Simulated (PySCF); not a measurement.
Xe³⁺ (xenon, charge +3) across methods

[Kr] 4d10 5s2 5p3, high-spin 4S determinant. All numbers are calculated (PySCF 2.14, scalar relativity through the core potential, in def2-QZVPPD with the def2 core potential (28 electrons)).

| method | E (hartree) | mean ε 5s α (eV) | mean ε 5s β (eV) | mean ε 5p α (eV) | Σ⟨r²⟩ (bohr²) | ⟨S²⟩ |
| --- | --- | --- | --- | --- | --- | --- |
| wB97X | -327.0518 | -56.615 | -52.869 | -41.888 | 34.16 | 3.751 |
| PBE | -326.9972 | -51.424 | -48.653 | -38.075 | 34.22 | 3.751 |
| PBE0 | -327.0270 | -53.943 | -49.766 | -39.635 | 34.23 | 3.751 |
| UHF | -326.06158 | -60.419 | -51.582 | -43.396 | 34.51 | 3.751 |
| LDA | -326.5380 | -51.600 | -49.249 | -38.138 | 34.24 | 3.750 |
| TPSSh | -326.9160 | -52.633 | -48.879 | -38.834 | 34.24 | 3.751 |
| r2SCANh | -327.1241 | -53.341 | -49.007 | -39.209 | 34.19 | 3.751 |
| r2SCAN | -327.1335 | -52.454 | -48.544 | -38.658 | 34.18 | 3.751 |

Q: Estimate the same row for M06.

A: E (hartree) = -327.0912; mean ε 5s α (eV) = -53.359; mean ε 5s β (eV) = -50.539; mean ε 5p α (eV) = -39.321; Σ⟨r²⟩ (bohr²) = 34.22; ⟨S²⟩ = 3.750.

Energies and moments cover only the electrons outside the core potential.
